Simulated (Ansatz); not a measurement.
`CB(O)Br` + CH₃SH → `CSB(C)O` + HBr at 298.15 K and 1 bar (ligand exchange at a B–Br bond).

Program: Ansatz. Geometries: PBE0-D4/def2-TZVP. ΔE: electronic, gas phase. CBS: MP2 limit from def2 TZ/QZ plus the TZ coupled-cluster correction, frozen cores. This one scheme is used for every species. For Br outer-core shells are correlated without core-valence functions, which leaves a few kJ/mol of doubt a bond. Scalar relativity is left out up to krypton. Each species was taken in one conformer, which may not be the lowest.

```tsv
species	CCSD(T)/CBS energy (Eh)	H − E (kJ/mol)	S (J/(mol·K))
`CB(O)Br`	-2713.85644	165.3	316.9
CH₃SH	-438.22835	133.0	253.2
`CSB(C)O`	-578.15840	272.0	351.1
HBr	-2573.91920	24.6	198.6
```

H − E and S are ideal-gas, rigid-rotor, harmonic terms from PBE0-D4/def2-TZVP, for one conformer and one mirror image of each species. 1 Eh = 2625.50 kJ/mol, R = 8.31446 J/(mol·K).

Question: By hand: ΔE, ΔH, ΔS and ΔG.

Answer: ΔE = (-578.15840) + (-2573.91920) − (-2713.85644) − (-438.22835) = 0.00719 Eh = 18.9 kJ/mol. Δ(H − E) = 272.0 + 24.6 − 165.3 − 133.0 = -1.7, so ΔH = 17.2 kJ/mol. ΔS = 351.1 + 198.6 − 316.9 − 253.2 = -20.4 J/(mol·K). ΔG = 17.2 − 298.15 × (-20.4)/1000 = 23.3 kJ/mol.

Question: By hand: the equilibrium constant, and the temperature at which ΔG would vanish if ΔH and ΔS stayed fixed.

Answer: log₁₀ K = −ΔG/(RT ln 10) = -4.1. ΔH and −TΔS have one sign here, so there is no such temperature.

TΔS isn't small against ΔH here. A doubt of 5 kJ/mol in ΔE shifts log₁₀ K by 0.9 here. Other conformers and mirror images would add mixing entropy, several J/(mol·K) or more a flexible species. These are equilibria of isolated gas molecules and say nothing of rates. Largest T1 diagnostic: 0.012 (customary marks: 0.02 for closed shells, 0.045 for open ones).
